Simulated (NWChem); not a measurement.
Molecule: TaOF3; SMILES [Ta]([F])(=[O])([F])[F]

Program: NWChem. Structure relaxed at the PBE0/def2-SVP level. def2 effective core potentials on Ta; no spin-orbit coupling. Level BLYP/def2-SVP: single points from the atomic guess with DIIS by default; each run changes one setting, and all converged runs end within 0.3 mHa of each other. cgmin counts macro-iterations, each dearer than a DIIS step.

Task: Which setting needs the most SCF iterations, or fails (quadratically convergent solver (cgmin); no level shifting; level shift of 0.5 Ha throughout; occupation smearing of 0.005 Ha; defaults)?

Result: level shift of 0.5 Ha throughout, with 18 against 12 for the defaults.
```tsv
setting	SCF iterations
defaults	12
level shift of 0.5 Ha throughout	18
quadratically convergent solver (cgmin)	6
occupation smearing of 0.005 Ha	12
no level shifting	12
```
